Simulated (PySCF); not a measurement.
C3H7S (SMILES [CH2]SCC), doublet, geometry from GFN2-xTB, atoms displaced at random by about 0.03 Å a coordinate; TPSS/6-31G, gradient by finite differences (PySCF).

The PySCF input:
```python
from pyscf import gto, scf, dft

mol = gto.Mole()
mol.atom = '''
    C     1.53491244   -0.38015141    0.48382909
    S     0.61284501    0.05185970   -0.77070571
    C    -0.94584317    0.69089543    0.11223975
    C    -1.59459760   -0.44483740    0.80148080
    H     2.48200777   -0.89859725    0.19797573
    H     1.59215196    0.17766144    1.38077936
    H    -0.45599278    1.46326774    0.78633708
    H    -1.51761529    1.23652704   -0.68549753
    H    -0.97047762   -0.95454164    1.50933937
    H    -2.49695106    0.06216841    1.36624324
    H    -1.94206490   -1.15218090    0.09372335
'''
mol.basis = '6-31g'
mol.spin = 1
mol.verbose = 4
mol.build()

mf = dft.UKS(mol)
mf.xc = 'tpss'
mf.conv_tol = 1e-11
mf.kernel()
scan, done = mf.as_scanner(), []
scan.scf_summary = {}
def energy(d):
    c = mol.atom_coords()
    c[10, 2] += d
    e = scan(mol.set_geom_(c, unit='Bohr', inplace=False))
    done.append(scan.converged)
    return e
h = 0.01
fd = (energy(h) - energy(-h)) / (2 * h)
print('dE/dx =', fd)
```

Output, abridged:

```
PySCF version 2.14.0

[INPUT] verbose = 4
[INPUT] num. atoms = 11
[INPUT] num. electrons = 41
[INPUT] charge = 0
[INPUT] spin (= nelec alpha-beta = 2S) = 1
[INPUT] symmetry False subgroup None
[INPUT] Mole.unit = angstrom
[INPUT] Symbol           X                Y                Z      unit          X                Y                Z       unit  Magmom
[...]
nuclear repulsion = 164.805258630935
number of shells = 36
number of NR pGTOs = 140
number of NR cGTOs = 54
basis = 6-31g
ecp = {}

******** <class 'pyscf.dft.uks.UKS'> ********
method = UKS
initial guess = minao
damping factor = 0
level_shift factor = 0
DIIS = <class 'pyscf.scf.diis.CDIIS'>
diis_start_cycle = 1
diis_space = 8
diis_damp = 0
SCF conv_tol = 1e-11
SCF conv_tol_grad = None
SCF max_cycles = 50
direct_scf = True
direct_scf_tol = 1e-13
number electrons alpha = 21  beta = 20
XC library pyscf.dft.libxc version 7.1.2
    S. Lehtola, C. Steigemann, M. J. T. Oliveira, and M. A. L. Marques,  SoftwareX 7, 1–5 (2018)
XC functionals = tpss
    J. Tao, J. P. Perdew, V. N. Staroverov, and G. E. Scuseria,  Phys. Rev. Lett. 91, 146401 (2003)
    J. P. Perdew, J. Tao, V. N. Staroverov, and G. E. Scuseria,  J. Chem. Phys. 120, 6898 (2004)
    J. Tao, J. P. Perdew, V. N. Staroverov, and G. E. Scuseria,  Phys. Rev. Lett. 91, 146401 (2003)
    J. P. Perdew, J. Tao, V. N. Staroverov, and G. E. Scuseria,  J. Chem. Phys. 120, 6898 (2004)
radial grids:
    Treutler-Ahlrichs [JCP 102, 346 (1995); DOI:10.1063/1.469408] (M4) radial grids

becke partition: Becke, JCP 88, 2547 (1988); DOI:10.1063/1.454033
pruning grids: <function nwchem_prune>
grids dens level: 3
symmetrized grids: False
atomic radii adjust function: <function treutler_atomic_radii_adjust>
small_rho_cutoff = 0
Set gradient conv threshold to 3.16228e-06
tot grids = 129896
init E= -516.804960490535

cycle= 1 E= -516.554104138052  delta_E= 0.251  |g|= 0.299  |ddm|= 2.22
cycle= 2 E= -516.495746542244  delta_E= 0.0584  |g|= 0.432  |ddm|= 0.839
cycle= 3 E= -516.606558945993  delta_E= -0.111  |g|= 0.0451  |ddm|= 0.589
cycle= 4 E= -516.607777223473  delta_E= -0.00122  |g|= 0.0222  |ddm|= 0.109
cycle= 5 E= -516.608094592583  delta_E= -0.000317  |g|= 0.00451  |ddm|= 0.0331
cycle= 6 E= -516.608107149716  delta_E= -1.26e-05  |g|= 0.00252  |ddm|= 0.011
cycle= 7 E= -516.608111244607  delta_E= -4.09e-06  |g|= 0.00104  |ddm|= 0.00537
cycle= 8 E= -516.608111836934  delta_E= -5.92e-07  |g|= 0.000556  |ddm|= 0.00193
cycle= 9 E= -516.608112029157  delta_E= -1.92e-07  |g|= 7.4e-05  |ddm|= 0.000816
cycle= 10 E= -516.608112033435  delta_E= -4.28e-09  |g|= 2.07e-05  |ddm|= 0.000166
cycle= 11 E= -516.608112033825  delta_E= -3.91e-10  |g|= 6.46e-06  |ddm|= 6.68e-05
cycle= 12 E= -516.60811203385  delta_E= -2.43e-11  |g|= 2.56e-06  |ddm|= 1.35e-05
cycle= 13 E= -516.608112033855  delta_E= -5.46e-12  |g|= 3.97e-07  |ddm|= 4.96e-06
Extra cycle  E= -516.608112033854  delta_E= 6.82e-13  |g|= 3.76e-07  |ddm|= 1.13e-06
converged SCF energy = -516.608112033854  <S^2> = 0.7528191  2S+1 = 2.0028171
Create scanner for <class 'pyscf.dft.uks.UKS'>

WARN: Mole.unit (angstrom) is changed to Bohr

New geometry
   1 C      1.534912440000  -0.380151410000   0.483829090000 AA    2.900564136788  -0.718382050767   0.914304471198 Bohr
   2 S      0.612845010000   0.051859700000  -0.770705710000 AA    1.158109225706   0.098000629902  -1.456422714538 Bohr
   3 C     -0.945843170000   0.690895430000   0.112239750000 AA   -1.787384548090   1.305603143414   0.212102387790 Bohr
   4 C     -1.594597600000  -0.444837400000   0.801480800000 AA   -3.013352742889  -0.840620855964   1.514579206097 Bohr
   5 H      2.482007770000  -0.898597250000   0.197975730000 AA    4.690314924342  -1.698102698787   0.374119909011 Bohr
   6 H      1.592151960000   0.177661440000   1.380779360000 AA    3.008731153089   0.335731464496   2.609294828852 Bohr
   7 H     -0.455992780000   1.463267740000   0.786337080000 AA   -0.861701468979   2.765175275511   1.485961722790 Bohr
[...]
cycle= 4 E= -516.607951639292  delta_E= -5.24e-08  |g|= 3.67e-05  |ddm|= 0.000445
cycle= 5 E= -516.607951640113  delta_E= -8.2e-10  |g|= 9.4e-06  |ddm|= 7e-05
cycle= 6 E= -516.607951640163  delta_E= -5.07e-11  |g|= 1.5e-06  |ddm|= 1.41e-05
cycle= 7 E= -516.607951640166  delta_E= -2.96e-12  |g|= 8.54e-07  |ddm|= 4.15e-06
Extra cycle  E= -516.607951640166  delta_E= 4.55e-13  |g|= 1.46e-06  |ddm|= 3.53e-06
converged SCF energy = -516.607951640166  <S^2> = 0.75281891  2S+1 = 2.0028169

WARN: Mole.unit (angstrom) is changed to Bohr

New geometry
   1 C      1.534912440000  -0.380151410000   0.483829090000 AA    2.900564136788  -0.718382050767   0.914304471198 Bohr
   2 S      0.612845010000   0.051859700000  -0.770705710000 AA    1.158109225706   0.098000629902  -1.456422714538 Bohr
   3 C     -0.945843170000   0.690895430000   0.112239750000 AA   -1.787384548090   1.305603143414   0.212102387790 Bohr
   4 C     -1.594597600000  -0.444837400000   0.801480800000 AA   -3.013352742889  -0.840620855964   1.514579206097 Bohr
   5 H      2.482007770000  -0.898597250000   0.197975730000 AA    4.690314924342  -1.698102698787   0.374119909011 Bohr
   6 H      1.592151960000   0.177661440000   1.380779360000 AA    3.008731153089   0.335731464496   2.609294828852 Bohr
   7 H     -0.455992780000   1.463267740000   0.786337080000 AA   -0.861701468979   2.765175275511   1.485961722790 Bohr
   8 H     -1.517615290000   1.236527040000  -0.685497530000 AA   -2.867877260552   2.336697451219  -1.295402590766 Bohr
   9 H     -0.970477620000  -0.954541640000   1.509339370000 AA   -1.833936911820  -1.803822274093   2.852238038324 Bohr
  10 H     -2.496951060000   0.062168410000   1.366243240000 AA   -4.718553649842   0.117481268500   2.581825543138 Bohr
  11 H     -1.942064900000  -1.152180900000   0.088431577891 AA   -3.669970777131  -2.177306346955   0.167111462977 Bohr

******** <class 'pyscf.scf.hf.UKS_Scanner'> ********
method = UKS_Scanner
initial guess = minao
damping factor = 0
level_shift factor = 0
DIIS = <class 'pyscf.scf.diis.CDIIS'>
diis_start_cycle = 1
diis_space = 8
diis_damp = 0
SCF conv_tol = 1e-11
SCF conv_tol_grad = None
SCF max_cycles = 50
direct_scf = True
direct_scf_tol = 1e-13
number electrons alpha = 21  beta = 20
XC library pyscf.dft.libxc version 7.1.2
    S. Lehtola, C. Steigemann, M. J. T. Oliveira, and M. A. L. Marques,  SoftwareX 7, 1–5 (2018)
XC functionals = tpss
    J. Tao, J. P. Perdew, V. N. Staroverov, and G. E. Scuseria,  Phys. Rev. Lett. 91, 146401 (2003)
    J. P. Perdew, J. Tao, V. N. Staroverov, and G. E. Scuseria,  J. Chem. Phys. 120, 6898 (2004)
    J. Tao, J. P. Perdew, V. N. Staroverov, and G. E. Scuseria,  Phys. Rev. Lett. 91, 146401 (2003)
    J. P. Perdew, J. Tao, V. N. Staroverov, and G. E. Scuseria,  J. Chem. Phys. 120, 6898 (2004)
radial grids:
    Treutler-Ahlrichs [JCP 102, 346 (1995); DOI:10.1063/1.469408] (M4) radial grids

becke partition: Becke, JCP 88, 2547 (1988); DOI:10.1063/1.454033
pruning grids: <function nwchem_prune>
grids dens level: 3
symmetrized grids: False
atomic radii adjust function: <function treutler_atomic_radii_adjust>
small_rho_cutoff = 0
Set gradient conv threshold to 3.16228e-06
tot grids = 129896
init E= -516.60639903445
cycle= 1 E= -516.60824927894  delta_E= -0.00185  |g|= 0.00149  |ddm|= 0.00703
cycle= 2 E= -516.608249658044  delta_E= -3.79e-07  |g|= 0.00146  |ddm|= 0.00616
cycle= 3 E= -516.608250898468  delta_E= -1.24e-06  |g|= 0.0006  |ddm|= 0.00301
cycle= 4 E= -516.608251111016  delta_E= -2.13e-07  |g|= 7.45e-05  |ddm|= 0.000897
cycle= 5 E= -516.60825111439  delta_E= -3.37e-09  |g|= 1.92e-05  |ddm|= 0.000142
cycle= 6 E= -516.608251114605  delta_E= -2.15e-10  |g|= 3.05e-06  |ddm|= 2.89e-05
cycle= 7 E= -516.608251114611  delta_E= -5.68e-12  |g|= 1.73e-06  |ddm|= 8.46e-06
Extra cycle  E= -516.608251114606  delta_E= 4.55e-12  |g|= 2.96e-06  |ddm|= 7.17e-06
converged SCF energy = -516.608251114606  <S^2> = 0.75281932  2S+1 = 2.0028173
dE/dx = 0.014973722022659786
```
